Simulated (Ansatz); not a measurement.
A single point on `N[Si]1(F)CS1`.

```yaml
crystal:
  periodic: [false, false, false]
  atoms:
    - {symbol: N, position_ang: [0.311248, 0.415199, 1.600201]}
    - {symbol: Si, position_ang: [0.315857, -0.399121, 0.130599]}
    - {symbol: F, position_ang: [1.742815, -1.089756, 0.018650]}
    - {symbol: C, position_ang: [-0.441629, 0.126458, -1.436056]}
    - {symbol: S, position_ang: [-1.388134, -1.303167, -0.587615]}
    - {symbol: H, position_ang: [-0.532600, 0.713826, 2.055005]}
    - {symbol: H, position_ang: [1.152734, 0.646649, 2.098321]}
    - {symbol: H, position_ang: [-1.048634, 1.024301, -1.505808]}
    - {symbol: H, position_ang: [-0.023157, -0.180688, -2.390398]}
basis:
  gaussian: {orbitals: def2-QZVPP}
correlation: {method: mp2}
```

```sh
$ ansatz run in.yaml --threads 4 --pin off --events-out ev --progress --plain --max-ram 10444MiB
```

Output, abridged:

```
Functional definition: HF
2576 factors; integrals over basis functions are off by at most 9.8e-4 eV
mean field evaluation 1: about -23963.8368 eV, gradient 4.3e1 eV
mean field evaluation 2: about -23964.0028 eV, gradient 4.3e1 eV
mean field evaluation 4: about -23967.6446 eV, gradient 3.4e0 eV
mean field evaluation 8: about -23967.6907 eV, gradient 2.4e-1 eV
mean field -23967.69103126 eV, -880.7963995142 hartree, gradient 2.6e-6 eV, S^2 0.000000; 0 other end points of the search recorded, 0 dependent functions left out
13 core orbitals not correlated: weight in the atoms' cores, before any rotation towards them, 1.000 or more for the frozen orbitals, at most 0.000 for the correlated occupied ones
reference -23967.69103126 eV, -880.7963995142 hartree; 15, 15 occupied and 403, 403 virtual orbitals, 2576 factors
second order -26.93861528 eV of doubles, -0.00000000 eV of singles
Total energy: -23994.62964653 eV, -881.7863753660 hartree
```

It took 25 s on 4 threads of an Intel Xeon Platinum 8259CL on a shared host, with 2.3 GiB of host memory at the peak.
